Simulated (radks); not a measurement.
Values are calculated unless marked as measured or tabulated.
Spherical quantum dot in the effective-mass picture: electrons in a well V = -V0 / (1 + exp((r - R)/a)) with V0 = 2.1, R = 10.2, a = 0.95, all in effective atomic units (hartree* = m*/eps^2 hartree, bohr* = eps/m* bohr), one dielectric constant everywhere. Level of theory: non-relativistic Kohn-Sham, PBEsol, spin-polarised, spherical densities (a radial shooting solver with Libxc functionals). Levels are named by radial order and angular momentum (1s, 1p, 1d, 2s, ...), and open shells are averaged over m.

N = 4, configuration 1s2 1p(up 2, down 0). This is the lowest configuration that the search found (a dilute case). Occupied levels:

level,occupation,eigenvalue (hartree*),<r> (bohr*)
1s up,1,-1.5239,5.519
1s down,1,-1.5021,5.333
1p up,2,-1.4829,5.956

Energy (hartree*): total -7.11318, kinetic 0.30473, external -8.1980, Hartree 1.2670, exchange-correlation -0.48688.

Electron density:

r (bohr*),n(r) (e/bohr*^3)
0.236,0.001181
0.828,0.001248
1.42,0.001390
2.01,0.001603
2.61,0.001879
3.20,0.002191
3.79,0.002491
4.38,0.002706
4.98,0.002755
5.57,0.002576
6.16,0.002159
6.75,0.001578
7.35,0.0009632
7.94,0.0004751
8.53,0.0001882
9.12,0.00005840
9.71,0.00001388
10.3,2.520e-06
10.9,3.703e-07
11.5,4.659e-08
